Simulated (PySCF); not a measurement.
Start geometry of NbS(SMe)3 (`C[S][Nb](=[S])([S]C)[S]C`) from GFN2-xTB (Å):
```
atom  x, y, z in Å
Nb1    0.0937   -0.0299   -0.6261
S2     0.0105   -0.0455    1.5608
S3     2.1098   -0.7122   -1.3961
C4     2.9919   -1.6656   -0.0158
H5     2.9794   -1.0507    0.8374
H6     3.8573   -2.0002   -0.3431
H7     2.2737   -2.5274    0.2081
S8    -0.3424    2.3175   -1.2934
C9    -0.1046    3.3659    0.2413
H10   -0.7734    3.0237    1.0134
H11   -0.3426    4.3650   -0.0824
H12    0.9596    3.2566    0.5062
S13   -1.7762   -1.3844   -1.4212
C14   -2.8650   -1.6898    0.0347
H15   -2.2615   -2.1648    0.8363
H16   -3.5869   -2.3440   -0.3022
H17   -3.2518   -0.7148    0.3024
```

Problem. What comes out of this run: PySCF, PBE0-D3(BJ)/def2-SVP geometry optimisation, gas phase, def2 core potentials past Kr?

Solution. 
```
atom  x, y, z in Å
Nb1    0.0796   -0.0340   -0.3902
S2     0.1169   -0.0548    1.7505
S3     2.1824   -0.5847   -1.2618
C4     2.9568   -1.7429   -0.0822
H5     3.0670   -1.2647    0.8993
H6     3.9444   -2.0030   -0.4863
H7     2.3518   -2.6534    0.0128
S8    -0.6150    2.0733   -1.1288
C9    -0.1347    3.3162    0.1167
H10   -0.6188    3.0921    1.0757
H11   -0.4722    4.2931   -0.2553
H12    0.9547    3.3316    0.2444
S13   -1.4754   -1.6048   -1.1540
C14   -2.8776   -1.5437    0.0131
H15   -2.5424   -1.8153    1.0225
H16   -3.6252   -2.2660   -0.3420
H17   -3.3209   -0.5396    0.0259
```

The energy falls by 0.959 eV over 14 energy and gradient evaluations, the largest force component goes from 0.1369 to 1.5e-04 Eh/bohr, and the atoms move by 0.263 Å rms after alignment. The bond that changes most is Nb1–S8 (ends: niobium bonded to 4 S; sulfur bonded to C and Nb), which shortens by 0.141 Å. Bonds longer at the end by more than 0.005 Å: 7 of 16; shorter: 9. Among the angles that change most is H5–C4–H6, from 118.6° to 110.0°. Among the dihedrals that turn most is S2–Nb1–S13–C14, from 12° to 38°. Rotational constants go from 681.3, 675.8, 491.7 to 733.6, 683.7, 509.9 MHz. The orientation of the end geometry is arbitrary; only internal coordinates are fixed.

The run used 190 basis functions and 110 SCF cycles in all.

Stationary, but not proved a minimum.
